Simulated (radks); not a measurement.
Kinetic energies: the exact non-interacting value of the Kohn-Sham orbitals and orbital-free approximations, as 100 (|E| - |E exact|)/|E exact|, negative where the magnitude is too small. Species: Sr+ [Kr] 5s1; Be2+ [He]; Ru3+ [Kr] 4d5; Cs [Xe] 6s1. Calculated with a radial shooting solver on a logarithmic mesh with Libxc functionals: non-relativistic Kohn-Sham, LDA (Slater exchange, Perdew-Wang correlation), spin-polarised, spherical densities, point nucleus. Every spin shell is full or empty, so the densities are truly spherical. Functionals are evaluated on that one density, not self-consistently.

\begin{tabular}{lrrrr}
functional & Sr+ & Be2+ & Ru3+ & Cs \\ \hline
exact (hartree) & 3126.79 & 13.3442 & 4434.21 & 7546.74 \\
Thomas-Fermi & -5.76 & -9.43 & -5.49 & -5.17 \\
von Weizsacker & -54.53 & 0.00 & -56.65 & -59.76 \\
TF + vW & +39.71 & +90.57 & +37.86 & +35.07 \\
TF + vW/9 & -0.71 & +1.68 & -0.68 & -0.70 \\
LC94 & +0.05 & +1.26 & +0.07 & +0.04 \\
APBEK & +0.12 & +1.14 & +0.14 & +0.09 \\
revAPBEK & +0.33 & +2.03 & +0.33 & +0.25 \\
Perdew 92 & -0.70 & +1.70 & -0.67 & -0.69 \\
Thakkar & -0.49 & +1.50 & -0.52 & -0.63 \\
Pearson & -1.03 & -3.26 & -0.96 & -0.92 \\
LKT & +21.29 & +61.13 & +20.17 & +18.44 \\
PG1 & +16.80 & +53.65 & +15.88 & +14.46 \\
DePristo-Kress & -0.07 & +1.71 & -0.07 & -0.14 \\
Ernzerhof & -0.38 & +5.32 & -0.37 & -0.44 \\
\end{tabular}
